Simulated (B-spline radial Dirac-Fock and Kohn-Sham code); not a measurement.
Core-level shifts of tantalum with charge state

Method: relaxed Dirac-Fock hole states (ΔSCF) with Breit and QED corrections and a finite nucleus. Computed with a B-spline atomic structure program. Each ion is free and in its tabulated ground configuration. Correlation and solid-state effects are left out.

Reference: Ta³³⁺, [Kr] 4d4, with K 68757.3 eV, M1 4036.5 eV, M2 3795.9 eV, M4 3117.8 eV, M5 3058.1 eV. Shifts from it, in eV (a dash: the subshell is empty, belongs to an open shell averaged over j, or its hole state is left out as unreliable):

```tsv
ion	configuration	K	M1	M2	M4	M5
Ta³⁴⁺	[Kr] 4d3	+72.4	+64.8	+65.3	+65.7	+65.4
Ta³⁵⁺	[Kr] 4d2	+146.0	+130.5	+131.5	+132.2	+131.8
Ta³⁶⁺	[Kr] 4d1	+220.8	+197.1	+198.5	+199.7	+199.1
Ta³⁷⁺	[Ar] 3d10 4s2 4p6	+296.9	+264.5	+266.5	+268.1	+267.2
Ta³⁸⁺	[Ar] 3d10 4s2 4p5	+379.0	+331.9	+334.0	+336.9	+335.8
Ta³⁹⁺	[Ar] 3d10 4s2 4p4	+462.3	+399.9	+402.2	+406.3	+405.0
Ta⁴⁰⁺	[Ar] 3d10 4s2 4p3	+546.7	+468.6	–	+476.5	+475.0
Ta⁴¹⁺	[Ar] 3d10 4s2 4p2	+632.1	+537.9	+540.4	+547.4	+545.6
```
